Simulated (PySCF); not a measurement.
C7H8N (doublet state).
Structure used (GFN2-xTB), in Å, numbered top down from 1:
```xyz
16
C7H8N angstrom
C      2.4636    0.4779   -0.7886
C      2.0917   -0.6400   -0.1117
C      0.8136   -1.0646    0.2548
N     -0.3518   -0.3550    0.2197
C     -1.5931   -0.9424    0.2518
C     -2.5459    0.0318    0.2323
C     -1.8658    1.2746    0.2100
C     -0.5285    1.0045    0.2018
H      1.7588    1.1856   -1.1834
H      3.5002    0.6583   -1.0082
H      2.8767   -1.3383    0.1537
H      0.6930   -2.0838    0.5943
H     -1.6966   -2.0096    0.2667
H     -3.6080   -0.1128    0.2385
H     -2.3180    2.2465    0.2078
H      0.3025    1.6763    0.2491
```

The hyperfine couplings belong to this conformer and change with its torsions.

Identity: `[CH2]/C=C\n1cccc1` [radical].

Method used: PySCF 2.14.0, UKS B3LYP, pcH-1 on C H N, non-relativistic, mean-field spin-orbit, GIAO. Isolated species at its GFN2-xTB geometry (one conformer only). The geometry wasn't refined by DFT: couplings that depend on bond lengths, twists or pyramidal angles can differ widely from those at the functional's own minimum. The frame is twisted about the C3–N4 bond at this geometry (dihedral H12–C3–N4–C5 = -17°); couplings at other torsion angles weren't computed. The SCF solution wasn't tested for stability.

(1) What is the g tensor, term by term?

(2) What are the electron Larmor frequencies g μB B/h along the three axes at 350 mT?

(3) What effective moment and Curie constant follow for a powder?

(4) At 9.64 GHz, how far is the centre of the isotropic spectrum from where a free electron (g = 2.002319) resonates?

(5) In a frozen sample, at which fields do the three g values resonate at 9.5, 34, 94 and 263 GHz (hyperfine left aside), and which band first spreads them over more than twice a line width of 1.0 mT?

## Answers

(1) 
| Δg (ppm) | 1 | 2 | 3 |
| --- | --- | --- | --- |
| relativistic mass correction | -150 | -150 | -150 |
| gauge correction | 3 | 36 | 28 |
| orbital Zeeman/spin–orbit | 81 | 362 | 734 |
| total | -65 | 248 | 612 |

So g = 2.00225, 2.00257, 2.00293 and g_iso = 2.00258; the tensor is rhombic: the two nearest values differ by 46 % of g3 − g1. Axes: g2 points within 10° of the C3–N4 bond.

(2) 9.8084, 9.8099, 9.8117 GHz for g1, g2 and g3, a range of 3.3 MHz.

(3) With the mean of g² = 4.0103 and S(S+1) = 0.75: μ_eff = √(⟨g²⟩S(S+1)) = 1.734 μB and χT = 0.12505·⟨g²⟩·S(S+1) = 0.376 cm³ K/mol (cgs; spin-Hamiltonian part alone).

(4) B = hν/(g μB) with μB/h = 13.99624 MHz/mT gives 343.98 mT for the free electron and 343.93 mT at g_iso, 0.05 mT lower.

(5) 
```json
{"band": "X", "GHz": "9.5", "B(g3) mT": "338.88", "B(g2) mT": "338.94", "B(g1) mT": "338.99", "spread mT": "0.11"}
{"band": "Q", "GHz": "34.0", "B(g3) mT": "1212.83", "B(g2) mT": "1213.05", "B(g1) mT": "1213.24", "spread mT": "0.41"}
{"band": "W", "GHz": "94.0", "B(g3) mT": "3353.13", "B(g2) mT": "3353.74", "B(g1) mT": "3354.26", "spread mT": "1.13"}
{"band": "J", "GHz": "263.0", "B(g3) mT": "9381.63", "B(g2) mT": "9383.33", "B(g1) mT": "9384.80", "spread mT": "3.17"}
```

The spread grows in proportion to the frequency. J band is the first where it exceeds 2.0 mT.

Largest spin populations (Mulliken): C3 (+0.59), C1 (+0.58), C2 (-0.23) and C7 (+0.06). The angles at C3 add up to 360.0°, so it is planar; its axial dipolar tensor and the negative coupling of its proton fit spin in a p orbital normal to that plane.

The HOMO–LUMO gaps are 5.06 eV among the α and 3.73 eV among the β orbitals.
